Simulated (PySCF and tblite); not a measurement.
Values are calculated unless marked as measured or tabulated.
## Rearrangement: stationary points, barriers and rates

System: C4H3BrO3, numbered as in [O:1]=[CH:2]/[C:3](=[CH:4]\[Br:5])[C:6](=[O:7])[OH:8].

Motion: shift of H on O8 from O8 to O7. Geometries: PBE0-D3(BJ)/def2-SVP; energies: BHandHLYP/pcSseg-1 + D3(BJ), IEF-PCM dimethylsulfoxide; zero-point and thermal terms from GFN2-xTB harmonic modes (soft modes blended into free rotors). Rates follow Eyring's equation with the number of equivalent paths and no tunnelling. Programs: tblite and PySCF.

```json
{"point": "start", "symmetry": "Cs", "E(GFN2) kcal/mol": "0.0", "E(DFT) kcal/mol": "0.0", "ZPE change kcal/mol": "0.00", "lowest mode cm⁻¹": "34", "dipole D": "4.68"}
{"point": "saddle", "symmetry": "Cs", "E(GFN2) kcal/mol": "34.0", "E(DFT) kcal/mol": "40.5", "ZPE change kcal/mol": "-3.08", "lowest mode cm⁻¹": "1786i", "dipole D": "2.29"}
{"point": "end", "symmetry": "Cs", "E(GFN2) kcal/mol": "0.2", "E(DFT) kcal/mol": "0.7", "ZPE change kcal/mol": "0.00", "lowest mode cm⁻¹": "37", "dipole D": "2.62"}
```

| Item | Value |
| --- | --- |
| Electronic barrier | 40.5 kcal/mol |
| Barrier with zero-point energy | 37.4 kcal/mol |
| ΔH‡ (298 K) | 37.3 kcal/mol |
| ΔS‡ (298 K, symmetry apart) | -0.7 cal/(mol K) |
| Paths | 1 equivalent path |
| End point | a different minimum |
| Cost | 5.2 min on 1 thread of Arm Neoverse V2, shared host (rough), peak memory 0.88 GiB, launched as `OMP_NUM_THREADS=1 python ens_run.py task.json out` |

| T/K | ΔG‡ kcal/mol | k s⁻¹ | ΔG kcal/mol | k back s⁻¹ |
| --- | --- | --- | --- | --- |

ΔG and ΔG‡ leave out symmetry numbers and mirror images; rates count paths: 1 out, 1 back.

Tunnelling of the moving H, left out here, will speed the real process. In real samples such hydrogens mostly exchange between molecules or through solvent, far faster than by this path. Spin–orbit effects of heavy atoms on shieldings are missing.
